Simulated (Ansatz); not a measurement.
One change: `BC1=C[SiH2]O1` becomes `[SiH3]C1=C[SiH2]O1`.

Ansatz, PBE0-D4/def2-TZVP geometries, multiplicity 1. 

| property | `BC1=C[SiH2]O1` |
| --- | --- |
| HOMO energy (PBE0/def2-TZVPP) / eV | -7.34 |
| LUMO energy (ωB97M-V/def2-TZVPP) / eV | -0.57 |
| HOMO–LUMO gap (B3LYP/def2-TZVPP) / eV | 4.35 |
| HOMO–LUMO gap (PBE0/def2-TZVPP) / eV | 4.77 |
| HOMO–LUMO gap (PBE/def2-TZVPP) / eV | 2.69 |
| LUMO energy (PBE/def2-TZVPP) / eV | -3.50 |

Q: What does the change do to each property? (An estimate is asked.)

A: The calculation gave: 
```json
{"property": "HOMO energy (PBE0/def2-TZVPP) / eV", "`[SiH3]C1=C[SiH2]O1`": "-7.13", "shift": "0.21"}
{"property": "LUMO energy (ωB97M-V/def2-TZVPP) / eV", "`[SiH3]C1=C[SiH2]O1`": "1.33", "shift": "1.90"}
{"property": "HOMO–LUMO gap (B3LYP/def2-TZVPP) / eV", "`[SiH3]C1=C[SiH2]O1`": "5.96", "shift": "1.61"}
{"property": "HOMO–LUMO gap (PBE0/def2-TZVPP) / eV", "`[SiH3]C1=C[SiH2]O1`": "6.39", "shift": "1.62"}
{"property": "HOMO–LUMO gap (PBE/def2-TZVPP) / eV", "`[SiH3]C1=C[SiH2]O1`": "4.25", "shift": "1.56"}
{"property": "LUMO energy (PBE/def2-TZVPP) / eV", "`[SiH3]C1=C[SiH2]O1`": "-1.68", "shift": "1.82"}
```

With PBE0 the HOMO rises by 0.21 eV and the LUMO rises by 1.83 eV, so the gap widens by about 1.62 eV. PBE moves the HOMO by 0.25 eV and ωB97M-V by 0.18 eV. The zero-point energy changes by 11.3 kJ/mol with +3 modes.

B3LYP here is the variant with VWN-RPA as its local correlation; programs differ in this.
